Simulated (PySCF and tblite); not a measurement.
C7H14O, numbered as in [CH3:1][O:2][CH:3]1[CH2:4][CH2:5][CH2:6][CH2:7][CH2:8]1. Conformers came from 90 starts (ETKDG and KDG, MMFF94s, GFN2-xTB); geometries are PBE0-D3(BJ)/def2-SVP. Weights use B3LYP-D3(BJ)/def2-SVPD (IEF-PCM, chloroform) energies plus GFN2-xTB zero-point and thermal terms (modes under about 100 cm⁻¹ blended into free rotors). Symmetry numbers and mirror images are counted. Conformers within 3 kcal/mol (GFN2-xTB free energy) were kept, 7 at most. GIAO shieldings: wB97X-D/pcSseg-1 (IEF-PCM, chloroform). Couplings: B3LYP/pcSseg-1 with pcJ-1 on H (gas phase; spin-dipole term only for pairs with B, N, F, Si or P). Shifts are against TMS (¹H), TMS (¹³C) at the same level; of two unlike H on one atom, a is the less shielded. Run with PySCF (density fitting) and tblite.

Torsions listed: C1–O2–C3–C4. The 6-ring runs over atoms 3–4–5–6–7–8. Of a mirror pair one member is shown.

Two conformers hold nearly all the population. I: 6-ring chair (O2 axial); -72°; δ(H4b/H8b) = 1.80 ppm. II: 6-ring chair (all substituents equatorial); -164°; δ(H4b/H8b) = 0.83 ppm. The average over the ensemble at 298.15 K is 1.07 ppm.

Problem. What populations and free-energy difference follow from a two-state model?

Solution. p(I) = (1.07 − 0.83)/(1.80 − 0.83) = 0.25, so K = p(II)/p(I) = 3.04 and G(II) − G(I) = −RT ln K = -0.66 kcal/mol. The weights computed directly are 24.7 % and 75.3 %.
